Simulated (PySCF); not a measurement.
## Al²⁺ (aluminium, charge +2) across methods

[Ne] 3d1, 2D determinant (an excited configuration). Computed with PySCF 2.14 in aug-cc-pCVTZ-DK (8s7p5d3f, 75 functions), with the spin-free X2C one-electron Hamiltonian (Gaussian nucleus).

```json
{"method": "PBE", "E (hartree)": "-241.2531", "mean ε 2p α (eV)": "-94.425", "mean ε 2p β (eV)": "-94.382", "mean ε 3d α (eV)": "-12.251", "Σ⟨r²⟩ (bohr²)": "15.69", "⟨S²⟩": "0.750"}
{"method": "TPSSh", "E (hartree)": "-241.4024", "mean ε 2p α (eV)": "-96.765", "mean ε 2p β (eV)": "-96.728", "mean ε 3d α (eV)": "-12.373", "Σ⟨r²⟩ (bohr²)": "15.89", "⟨S²⟩": "0.750"}
{"method": "revPBE", "E (hartree)": "-241.3498", "mean ε 2p α (eV)": "-94.368", "mean ε 2p β (eV)": "-94.332", "mean ε 3d α (eV)": "-12.329", "Σ⟨r²⟩ (bohr²)": "15.72", "⟨S²⟩": "0.750"}
{"method": "LDA", "E (hartree)": "-240.3149", "mean ε 2p α (eV)": "-94.595", "mean ε 2p β (eV)": "-94.552", "mean ε 3d α (eV)": "-11.940", "Σ⟨r²⟩ (bohr²)": "15.85", "⟨S²⟩": "0.750"}
{"method": "UHF", "E (hartree)": "-240.94059", "mean ε 2p α (eV)": "-112.39", "mean ε 2p β (eV)": "-112.36", "mean ε 3d α (eV)": "-13.842", "Σ⟨r²⟩ (bohr²)": "16.86", "⟨S²⟩": "0.750"}
{"method": "r2SCAN", "E (hartree)": "-241.3629", "mean ε 2p α (eV)": "-96.167", "mean ε 2p β (eV)": "-96.140", "mean ε 3d α (eV)": "-12.101", "Σ⟨r²⟩ (bohr²)": "15.94", "⟨S²⟩": "0.750"}
{"method": "PBE0", "E (hartree)": "-241.2709", "mean ε 2p α (eV)": "-99.226", "mean ε 2p β (eV)": "-99.185", "mean ε 3d α (eV)": "-12.727", "Σ⟨r²⟩ (bohr²)": "15.91", "⟨S²⟩": "0.750"}
{"method": "PW91", "E (hartree)": "-241.3663", "mean ε 2p α (eV)": "-94.615", "mean ε 2p β (eV)": "-94.570", "mean ε 3d α (eV)": "-12.255", "Σ⟨r²⟩ (bohr²)": "15.70", "⟨S²⟩": "0.750"}
```

(1) Estimate the same row for M06.

The outer electron is Rydberg-like, and this basis confines it to a smaller radius and binds it less than a complete one would.

Answers

(1) E (hartree) = -241.3988; mean ε 2p α (eV) = -99.728; mean ε 2p β (eV) = -99.702; mean ε 3d α (eV) = -12.604; Σ⟨r²⟩ (bohr²) = 16.17; ⟨S²⟩ = 0.750.
